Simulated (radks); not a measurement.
Results of a calculation; reference values are marked as such.
Charge is removed step by step from the 5s1/2 level of Cd, starting from [Kr] 4d10 5s2. Code: a radial shooting solver on a logarithmic mesh with Libxc functionals. Model: Dirac Kohn-Sham, PBEsol, spin-unpolarised, spherical densities, point nucleus.

removed (e)  E - E(0) (eV)  eigenvalue (eV)  E minus straight line (eV)
0                    0.000           -5.700                       0.000
0.125                0.767           -6.568                      -0.397
0.25                 1.643           -7.453                      -0.685
0.375                2.631           -8.355                      -0.861
0.5                  3.732           -9.272                      -0.923
0.625                4.949          -10.203                      -0.870
0.75                 6.283          -11.149                      -0.700
0.875                7.737          -12.107                      -0.410
1                    9.311          -13.077                       0.000

Removing the whole electron costs 9.311 eV by Delta-SCF, against 5.700 eV from minus the eigenvalue at the starting occupation. Slater's transition state (half an electron removed) gives 9.272 eV. Integrating minus the eigenvalue over the occupation (Janak's theorem) gives 9.311 eV. The mean slope of the eigenvalue, de/dn, is 7.38 eV per electron. Ionisation energy of Cd in the NIST Atomic Spectra Database: 8.994 eV (measured).

Beside tabulated values, note that spin-unpolarised runs miss the spin-polarisation part of the exchange energy of open shells.
